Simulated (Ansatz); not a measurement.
Results of the Gaussian-basis code of Ansatz.

A structure relaxed at PBE0-D4/def2-TZVP, charge 0, multiplicity 1:

Cartesian coordinates in Å:
```
F -2.274 -0.288 -0.854
Si -1.090 -0.422 0.212
C 0.583 -0.508 -0.594
Al 1.072 1.138 0.347
S -0.873 1.402 1.317
H -1.454 -1.545 1.106
H 0.521 -0.412 -1.682
H 1.158 -1.406 -0.359
H 2.355 2.040 0.507
```

Give its formula and SMILES.

CH4AlFSSi, `F[SiH]1[CH2][AlH][S]1`.

Summarise the bond lengths by kind.

1 × F–Si 1.599 Å; 1 × C–Si 1.859 Å; 1 × S–Si 2.144 Å; 1 × H–Si 1.481 Å; 1 × Al–C 1.958 Å; 2 × C–H 1.092 to 1.094 Å; 1 × Al–S 2.190 Å; 1 × Al–H 1.576 Å.
